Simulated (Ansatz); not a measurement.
```yaml
crystal:
  periodic: [false, false, false]
  atoms:
    - {symbol: S, position_ang: [0.426374, -0.279110, 3.998288]}
    - {symbol: Ta, position_ang: [0.019157, -0.027979, -0.013020]}
    - {symbol: Cl, position_ang: [3.222374, -2.224221, -1.836213]}
    - {symbol: Cl, position_ang: [-3.773569, -1.717424, -1.094363]}
    - {symbol: Cl, position_ang: [0.199773, 4.109839, -1.132930]}
basis:
  gaussian: {orbitals: def2-mTZVP}
hamiltonian: {xc: {name: PBE-QIDH}}
accuracy: high
```

```sh
$ ansatz run in.yaml --threads 4 --pin off --events-out ev --progress --plain --max-ram 10444MiB
```

It prints (some lines left out):

```
Functional definition: PBE-QIDH
2087 factors; integrals over basis functions are off by at most 3.5e-7 eV
mean field evaluation 1: about -49848.9833 eV, gradient 6.9e1 eV
mean field evaluation 2: about -49848.9982 eV, gradient 6.9e1 eV
mean field evaluation 4: about -49035.5032 eV, gradient 4.2e2 eV
mean field evaluation 8: about -49894.7366 eV, gradient 1.1e1 eV
mean field evaluation 16: about -49898.6128 eV, gradient 4.9e-1 eV
mean field evaluation 32: about -49899.0403 eV, gradient 5.0e-2 eV
mean field evaluation 64: about -49899.0414 eV, gradient 1.0e-8 eV
mean field -49899.04141118 eV, -1833.7559490758 hartree, gradient 4.5e-8 eV, S^2 0.000000; 6 other end points of the search recorded, 0 dependent functions left out; unrestricted orbitals would lower it
20 core orbitals not correlated: weight in the atoms' cores, before any rotation towards them, 1.000 or more for the frozen orbitals, at most 0.000 for the correlated occupied ones
reference -49899.04141267 eV, -1833.7559491306 hartree; 20, 20 occupied and 84, 84 virtual orbitals, 2087 factors
second order -26.33911386 eV of doubles, -0.00000000 eV of singles
Total energy: -49907.82111729 eV, -1834.0785973243 hartree
```

(1) What is wrong with this run?

Results:

(1) The coordinates are in bohr but typed as ångström. The run converged. The result belongs to that input, not to the molecule as meant.
